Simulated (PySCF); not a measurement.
hexafluoropropene (C3F6), singlet, at a GFN2-xTB geometry; BLYP/6-31G* in PySCF.

Input for PySCF:
```python
from pyscf import gto, scf, dft

mol = gto.Mole()
mol.atom = '''
    F     2.49184748   -0.18829557    0.79842098
    C     1.31418502    0.24683492    0.42467974
    F     1.26067366    1.55824784    0.42112146
    C     0.28229877   -0.52520184    0.08521556
    F     0.37606850   -1.85663792    0.10149667
    C    -1.06436063    0.03101770   -0.34154878
    F    -1.61086992    0.78624932    0.61807922
    F    -0.95447491    0.80748822   -1.42550070
    F    -1.91799358   -0.94215242   -0.62584863
'''
mol.basis = '6-31g*'
mol.verbose = 4
mol.build()

mf = dft.RKS(mol)
mf.xc = 'blyp'
mf.kernel()
```

Q: Write the output that PySCF gives for this input, abridged.

A: 
```
PySCF version 2.14.0

[INPUT] verbose = 4
[INPUT] num. atoms = 9
[INPUT] num. electrons = 72
[INPUT] charge = 0
[INPUT] spin (= nelec alpha-beta = 2S) = 0
[INPUT] symmetry False subgroup None
[INPUT] Mole.unit = angstrom
[INPUT] Symbol           X                Y                Z      unit          X                Y                Z       unit  Magmom
[INPUT]  1 F      2.491847480000  -0.188295570000   0.798420980000 AA    4.708909281388  -0.355827057769   1.508796984307 Bohr   0.0
[INPUT]  2 C      1.314185020000   0.246834920000   0.424679740000 AA    2.483449764806   0.466450396779   0.802528399251 Bohr   0.0
[INPUT]  3 F      1.260673660000   1.558247840000   0.421121460000 AA    2.382327949853   2.944661651795   0.795804224577 Bohr   0.0
[INPUT]  4 C      0.282298770000  -0.525201840000   0.085215560000 AA    0.533467360602  -0.992487637718   0.161034069951 Bohr   0.0
[INPUT]  5 F      0.376068500000  -1.856637920000   0.101496670000 AA    0.710666469076  -3.508537181282   0.191800908855 Bohr   0.0
[INPUT]  6 C     -1.064360630000   0.031017700000  -0.341548780000 AA   -2.011350088470   0.058614958014  -0.645433652379 Bohr   0.0
[INPUT]  7 F     -1.610869920000   0.786249320000   0.618079220000 AA   -3.044102971100   1.485795880426   1.168000449085 Bohr   0.0
[INPUT]  8 F     -0.954474910000   0.807488220000  -1.425500700000 AA   -1.803696172669   1.525931584613  -2.693805913376 Bohr   0.0
[INPUT]  9 F     -1.917993580000  -0.942152420000  -0.625848630000 AA   -3.624482574874  -1.780410041396  -1.182682506134 Bohr   0.0

nuclear repulsion = 511.088605343184
number of shells = 54
number of NR pGTOs = 243
number of NR cGTOs = 126
basis = 6-31g*
ecp = {}

******** <class 'pyscf.dft.rks.RKS'> ********
method = RKS
initial guess = minao
damping factor = 0
level_shift factor = 0
DIIS = <class 'pyscf.scf.diis.CDIIS'>
diis_start_cycle = 1
diis_space = 8
diis_damp = 0
SCF conv_tol = 1e-09
SCF conv_tol_grad = None
SCF max_cycles = 50
direct_scf = True
direct_scf_tol = 1e-13
XC library pyscf.dft.libxc version 7.1.2
    S. Lehtola, C. Steigemann, M. J. T. Oliveira, and M. A. L. Marques,  SoftwareX 7, 1–5 (2018)
XC functionals = blyp
    A. D. Becke,  Phys. Rev. A 38, 3098 (1988)
    C. Lee, W. Yang, and R. G. Parr,  Phys. Rev. B 37, 785 (1988)
    B. Miehlich, A. Savin, H. Stoll, and H. Preuss,  Chem. Phys. Lett. 157, 200 (1989)
radial grids:
    Treutler-Ahlrichs [JCP 102, 346 (1995); DOI:10.1063/1.469408] (M4) radial grids

becke partition: Becke, JCP 88, 2547 (1988); DOI:10.1063/1.454033
pruning grids: <function nwchem_prune>
grids dens level: 3
symmetrized grids: False
atomic radii adjust function: <function treutler_atomic_radii_adjust>
small_rho_cutoff = 0
Set gradient conv threshold to 3.16228e-05
Initial guess from minao.
tot grids = 127928
init E= -714.60206222301
  HOMO = -0.24545649821955  LUMO = -0.0307166234550653  gap/eV = 5.84337
cycle= 1 E= -712.958819839995  delta_E= 1.64  |g|= 1.25  |ddm|= 3.36
  HOMO = -0.209677609626565  LUMO = -0.0719302080212429  gap/eV = 3.74830
cycle= 2 E= -712.080727852089  delta_E= 0.878  |g|= 2.67  |ddm|= 2.75
  HOMO = -0.203398786961  LUMO = -0.0108577351891626  gap/eV = 5.23931
cycle= 3 E= -713.202578442236  delta_E= -1.12  |g|= 0.211  |ddm|=    2
  HOMO = -0.222256945490753  LUMO = -0.0332672279181661  gap/eV = 5.14267
cycle= 4 E= -713.2086961582  delta_E= -0.00612  |g|= 0.126  |ddm|= 0.26
  HOMO = -0.225247706778929  LUMO = -0.0339444102307715  gap/eV = 5.20563
cycle= 5 E= -713.211062699404  delta_E= -0.00237  |g|= 0.0324  |ddm|= 0.107
  HOMO = -0.221713425550137  LUMO = -0.0310110126203988  gap/eV = 5.18928
cycle= 6 E= -713.21119969241  delta_E= -0.000137  |g|= 0.0186  |ddm|= 0.0421
  HOMO = -0.221523445562685  LUMO = -0.0305608472841707  gap/eV = 5.19636
cycle= 7 E= -713.211291062387  delta_E= -9.14e-05  |g|= 0.00272  |ddm|= 0.02
  HOMO = -0.22168502358866  LUMO = -0.0307275605862563  gap/eV = 5.19622
cycle= 8 E= -713.211292271968  delta_E= -1.21e-06  |g|= 0.00122  |ddm|= 0.00307
  HOMO = -0.221702003933158  LUMO = -0.0307351820526232  gap/eV = 5.19647
cycle= 9 E= -713.211292543185  delta_E= -2.71e-07  |g|= 0.000225  |ddm|= 0.00101
  HOMO = -0.221687102781005  LUMO = -0.0307217079829436  gap/eV = 5.19643
cycle= 10 E= -713.211292550622  delta_E= -7.44e-09  |g|= 9.19e-05  |ddm|= 0.000264
  HOMO = -0.221690040432617  LUMO = -0.0307223570094268  gap/eV = 5.19650
cycle= 11 E= -713.211292552122  delta_E= -1.5e-09  |g|= 1.96e-05  |ddm|= 8.63e-05
  HOMO = -0.221690934365288  LUMO = -0.0307234937758127  gap/eV = 5.19649
cycle= 12 E= -713.211292552154  delta_E= -3.21e-11  |g|= 1.45e-05  |ddm|= 2.32e-05
  HOMO = -0.221689932594043  LUMO = -0.0307228835949056  gap/eV = 5.19648
Extra cycle  E= -713.21129255207  delta_E= 8.48e-11  |g|= 2.79e-05  |ddm|= 3.06e-05
converged SCF energy = -713.21129255207
```
